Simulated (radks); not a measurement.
Neutral samarium, 62 electrons, occupied as [Xe] 4f6 6s2 (the NIST ground configuration). All-electron calculation, Dirac Kohn-Sham, exchange-only B88, spin-unpolarised, spherical densities, point nucleus; open shells fill j = l - 1/2 first. Program: a radial shooting solver on a logarithmic mesh with Libxc functionals.

Radial electron density D(r) = 4 pi r^2 rho(r):

```
   r/bohr * D(r) (the largest magnitude, 108, reaches the edge; | marks zero)
 0.002062 |     *
   0.0024 |      *
 0.002817 |        *
 0.003279 |           *
 0.003817 |             *
  0.00448 |                 *
 0.005215 |                    *
  0.00612 |                        *
 0.007124 |                            *
 0.008361 |                                *
 0.009733 |                                    *
  0.01142 |                                       *
   0.0133 |                                         *
  0.01548 |                                          *
  0.01817 |                                         *
  0.02115 |                                        *
  0.02482 |                                      *
  0.02889 |                                     *
   0.0339 |                                     *
  0.03947 |                                        *
  0.04632 |                                            *
  0.05392 |                                                 *
  0.06277 |                                                     *
  0.07367 |                                                      *
  0.08576 |                                                   *
   0.1006 |                                             *
   0.1172 |                                         *
   0.1375 |                                         *
   0.1601 |                                            *
   0.1878 |                                               *
   0.2187 |                                              *
   0.2546 |                                      *
   0.2987 |                           *
   0.3478 |                    *
   0.4081 |                  *
   0.4751 |                     *
   0.5575 |                      *
   0.6491 |                   *
   0.7617 |              *
   0.8867 |         *
    1.032 |      *
    1.211 |     *
     1.41 |    *
    1.655 |   *
    1.927 | *
    2.261 |*
    2.632 |*
    3.089 |*
    3.596 *
    4.186 *
    4.912 *
    5.719 *
    6.711 *
    7.813 *
    9.169 *
    10.67 *
    12.53 *
    14.58 *
```

D(r) has 4 maxima, at r = 0.0159, 0.0702, 0.195, 0.540 bohr, and minima at 0.0306, 0.129, 0.392 bohr, inside which lie 2.01, 11.18, 29.30 electrons.
